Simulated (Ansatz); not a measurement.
Basis-set series for ClFGaHSe, SMILES `[F][Ga]([Cl])[SeH]`. Total charge 0; spin multiplicity 1. All single points use the PBE0-D4/def2-TZVP geometry. It is one conformer, not always the lowest.

```tsv
functional	basis	functions	energy (Eh)	HOMO (eV)	LUMO (eV)
PBE0-D4	def2-SVP	101	-4885.65110	-7.93	-1.54
PBE0-D4	def2-QZVPP	335	-4886.59033	-8.06	-1.78
ωB97M-V	def2-SVP	101	-4886.14773	-10.05	0.43
ωB97M-V	def2-QZVPP	335	-4887.08057	-10.21	-0.01
```

Question: Give the rows for def2-TZVPP. (Estimate.)

Answer: Ansatz gave: 
| functional | basis | functions | energy (Eh) | HOMO (eV) | LUMO (eV) |
| --- | --- | --- | --- | --- | --- |
| PBE0-D4 | def2-TZVPP | 183 | -4886.47708 | -8.04 | -1.69 |
| ωB97M-V | def2-TZVPP | 183 | -4886.97139 | -10.18 | 0.21 |

Positive LUMOs are unbound and depend on the basis. Scalar relativity is left out up to krypton.
